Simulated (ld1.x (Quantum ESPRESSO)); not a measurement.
**Reading a pseudo-wave (magnesium (Mg))**

Columns: radius, all-electron u(r) and pseudo u(r) of the 3s shell (level -4.71 eV) of magnesium in the configuration [He] 2s2 2p6 3s2 3p0; PBE, scalar-relativistic, ultrasoft scheme, ld1.x (Quantum ESPRESSO) 7.5.

| r (bohr) | all-electron | pseudo |
| --- | --- | --- |
| 0.072 | 0.1225 | -0.1650 |
| 0.145 | 0.0479 | -0.3196 |
| 0.217 | -0.0625 | -0.4484 |
| 0.290 | -0.1556 | -0.5459 |
| 0.362 | -0.2141 | -0.6039 |
| 0.435 | -0.2400 | -0.6221 |
| 0.507 | -0.2382 | -0.6017 |
| 0.580 | -0.2156 | -0.5471 |
| 0.652 | -0.1789 | -0.4670 |
| 0.725 | -0.1319 | -0.3682 |
| 0.798 | -0.0792 | -0.2607 |
| 0.870 | -0.0242 | -0.1544 |
| 0.942 | 0.0314 | -0.0540 |
| 1.015 | 0.0871 | 0.0372 |
| 1.088 | 0.1410 | 0.1158 |
| 1.160 | 0.1915 | 0.1812 |
| 1.232 | 0.2392 | 0.2361 |
| 1.305 | 0.2841 | 0.2837 |
| 1.378 | 0.3256 | 0.3256 |
| 1.450 | 0.3631 | 0.3631 |
| 1.522 | 0.3971 | 0.3971 |
| 1.595 | 0.4283 | 0.4283 |
| 1.668 | 0.4562 | 0.4562 |
| 1.740 | 0.4808 | 0.4808 |
| 1.812 | 0.5026 | 0.5026 |
| 1.885 | 0.5220 | 0.5220 |

Question: How many radial nodes do the two functions have?

Answer: The all-electron 3s function has n − l − 1 = 2; the pseudo-wave has 1, since 1 lower shell of the same l stays in the valence.

Question: At about which radius was the pseudo-wave matched?

Answer: 1.45 bohr. The columns agree to 0.0005 from 1.30 bohr on; several derivatives are matched, so the curves merge somewhat inside the radius.

Question: Is the pseudo-wave norm-conserving?

Answer: No, it belongs to an ultrasoft set: the norm inside the radius is not constrained, and the difference is carried by the augmentation charge.
